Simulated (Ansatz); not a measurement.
System: SiO2, charge 1, multiplicity 2. SMILES of the parent species: O=[Si]=O
Geometry from a B3LYP-D3(BJ)/def2-TZVP (Ansatz, a program for electronic structure) optimisation:
```
Si
O 1 1.5458
O 1 1.5458 2 180.00
```
Charge +1, spin multiplicity 2.

Parts of the frozen-core correlation energy in 6-31G (Ansatz, hartree). Frozen orbitals: 7; correlated occupied orbitals by spin: 8 and 7; virtual: 16 and 17. Open shells are spin-unrestricted. Spin-orbit coupling is left out. No relativistic terms.

```csv
term,value
reference (HF),-438.08066
MP2 opposite-spin,-0.18464
MP2 same-spin,-0.07557
CCSD correlation,-0.29913
(T),-0.01090
T1 diagnostic,0.071
largest doubles amplitude,0.145
<S^2> of the reference,1.207
```
